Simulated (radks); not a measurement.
Exchange energies: the exact (Fock) value of the Kohn-Sham orbitals and density-functional approximations, as 100 (|E| - |E exact|)/|E exact|, negative where the magnitude is too small. Species: Ga2+ [Ar] 3d10 4s1; Bi [Hg] 6p3; Tc+ [Kr] 4d5 5s1; In+ [Kr] 4d10 5s2. Method: non-relativistic Kohn-Sham, exchange-only LDA, spin-polarised, spherical densities, point nucleus; computed with a radial shooting solver on a logarithmic mesh with Libxc functionals. Every spin shell is full or empty, so the densities are truly spherical. Functionals are evaluated on that one density, not self-consistently.

| functional | Ga2+ | Bi | Tc+ | In+ |
|---|---|---|---|---|
| exact (hartree) | -72.8716 | -365.945 | -124.064 | -153.389 |
| LDA | -5.68 | -3.75 | -5.14 | -4.86 |
| PBE | -0.19 | -0.35 | -0.41 | -0.39 |
| PBEsol | -2.44 | -1.78 | -2.37 | -2.25 |
| revPBE | +0.03 | -0.27 | -0.25 | -0.25 |
| OPTX | +0.98 | +1.92 | +1.09 | +1.24 |
| WC | -0.81 | -0.62 | -0.89 | -0.83 |
| AM05 | -5.16 | -3.56 | -4.76 | -4.52 |
| B86b | +0.32 | -0.02 | +0.04 | +0.03 |
| G96 | +0.54 | +0.45 | +0.36 | +0.38 |
| EV93 | +0.40 | -0.54 | -0.17 | -0.25 |
| APBE | +0.70 | +0.23 | +0.38 | +0.35 |
| TASK | -2.43 | -1.80 | -2.29 | -2.23 |
